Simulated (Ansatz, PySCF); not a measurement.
C3H3ClF2, SMILES Cl/C(F)=C(/C)F.

Coordinates come from a B3LYP-D3(BJ)/def2-SVP optimisation.

Vertical ionisation energy (IE) and electron affinity (EA) in eV. Rows of orbital energies are one-electron estimates. Where ΔSCF, EOM or ADC give a negative EA the extra electron is unbound and the value depends on the basis.

| level | IE | EA |
|---|---|---|
| −ε(HOMO), −ε(LUMO), B3LYP/def2-TZVP (PySCF) | [?] | [?] |
| −ε(HOMO), −ε(LUMO), PBE/def2-TZVP (PySCF) | 5.79 | 0.76 |
| ΔSCF, PBE0/def2-SVPD (Ansatz), final states of multiplicity 2 and 2 | 9.43 | -1.64 |
| ΔSCF, PBE/def2-SVPD (Ansatz), final states of multiplicity 2 and 2 | 9.17 | -1.40 |

Q: Fill in the missing entries. (An estimate is asked for; the answer gives what the named calculation found.)

A: 
- −ε(HOMO), −ε(LUMO), B3LYP/def2-TZVP (PySCF), IE: 6.88
- −ε(HOMO), −ε(LUMO), B3LYP/def2-TZVP (PySCF), EA: 0.06

Q: What vertical singlet–triplet gap does ΔSCF give with PBE0/def2-SVPD (Ansatz, a first-principles code) and with PBE/def2-SVPD (Ansatz)? (The exact figures need the calculation; the answer reports its results.)

A: 4.09 and 4.16 eV (triplet above singlet where positive).
